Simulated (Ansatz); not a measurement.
C₆H₁₀ (SMILES C/C=C\C=C\C), singlet, geometry from GFN2-xTB; PBE0/def2-SV(P) (Ansatz, a quantum-chemistry and plane-wave program).

The Ansatz input:
Ansatz 0.2 input:
```yaml
crystal:
  periodic: [false, false, false]
  atoms:
    - {symbol: C, position_ang: [2.83368967, -0.71974070, -0.44054414]}
    - {symbol: C, position_ang: [1.72072132, 0.25848643, -0.28449885]}
    - {symbol: C, position_ang: [0.44703361, -0.06926289, -0.07058009]}
    - {symbol: C, position_ang: [-0.60752948, 0.90673801, 0.07607726]}
    - {symbol: C, position_ang: [-1.90182743, 0.66390714, 0.29125446]}
    - {symbol: C, position_ang: [-2.56557635, -0.66482992, 0.43100791]}
    - {symbol: H, position_ang: [3.31373643, -0.59442620, -1.41165710]}
    - {symbol: H, position_ang: [3.59415416, -0.55207159, 0.32286259]}
    - {symbol: H, position_ang: [2.47253547, -1.74211539, -0.35719177]}
    - {symbol: H, position_ang: [2.00234801, 1.30189649, -0.35550775]}
    - {symbol: H, position_ang: [0.17826962, -1.11428591, -0.00161129]}
    - {symbol: H, position_ang: [-0.28496272, 1.93820948, -0.00125886]}
    - {symbol: H, position_ang: [-2.57627168, 1.50695228, 0.37970504]}
    - {symbol: H, position_ang: [-3.05641501, -0.73244446, 1.40249867]}
    - {symbol: H, position_ang: [-3.33684597, -0.77480107, -0.33210292]}
    - {symbol: H, position_ang: [-1.86561644, -1.48870206, 0.33796406]}
basis:
  gaussian:
    orbitals: def2-SV_P_.json
hamiltonian:
  xc: pbe0
```
The basis file holds def2-SV(P) in the JSON format of the Basis Set Exchange.

The log (banner, timings and long lists left out):

```
Functional definition: PBE0
1197 factors; integrals over basis functions are off by at most 1.4e-3 eV
mean field evaluation 1: about -6361.9987 eV, gradient 5.8e1 eV
mean field evaluation 2: about -6362.2257 eV, gradient 5.7e1 eV
mean field evaluation 4: about -6370.8353 eV, gradient 2.2e0 eV
mean field evaluation 8: about -6371.2451 eV, gradient 1.8e-1 eV
mean field evaluation 16: about -6371.2452 eV, gradient 7.1e-5 eV
mean field -6371.24524539 eV, -234.1389441831 hartree, gradient 7.1e-5 eV, S^2 0.000000; 0 other end points of the search recorded, 0 dependent functions left out
reference -6371.24527726 eV, -234.1389453542 hartree; 23, 23 occupied and 81, 81 virtual orbitals, 1197 factors
Total energy: -6371.24527726 eV, -234.1389453542 hartree
```
